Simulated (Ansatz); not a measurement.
Coupled-cluster diagnostics for the cluster Ga₂PF₃ (the lowest singlet isomer of a short search), Ansatz.

Geometry of the singlet (PBE-D4/def2-SVP):

```tsv
atom	x (Å)	y (Å)	z (Å)
Ga1	-0.814	0.850	-0.728
Ga2	1.109	-0.696	0.449
P3	1.348	0.706	-1.274
F4	-2.459	1.436	-0.874
F5	1.645	-1.863	1.641
F6	-0.830	-0.433	0.786
```

Correlated methods freeze 26 core orbitals; core or outer-core shells of Ga are correlated, in sets that lack core-valence functions. The structure comes from a short search, and lower isomers may exist.

Problem. Estimate the CCSD(T) correlation energy, the shares of MP2 and (T), T1 and the reference's ⟨S²⟩ for: charge 0, singlet, own geometry in def2-SVP; charge 1, doublet, vertical in def2-SVP; and the rough time on 4 threads of Arm Neoverse V1 on a shared host.

Solution. 
```
                          state     basis  correlation (eV)  MP2 share (%)  (T) share (%)     T1  ⟨S²⟩ (pure)  wall time
charge 0, singlet, own geometry  def2-SVP           -30.025           98.2            2.9  0.016  0.00 (0.00)       16 s
    charge 1, doublet, vertical  def2-SVP           -29.274           98.0            2.8  0.017  0.76 (0.75)       69 s
```
Customary marks for T1 are 0.02 (closed shells), 0.045 (open shells) and about 0.05 (3d metals). T1 stays under 0.02 throughout.
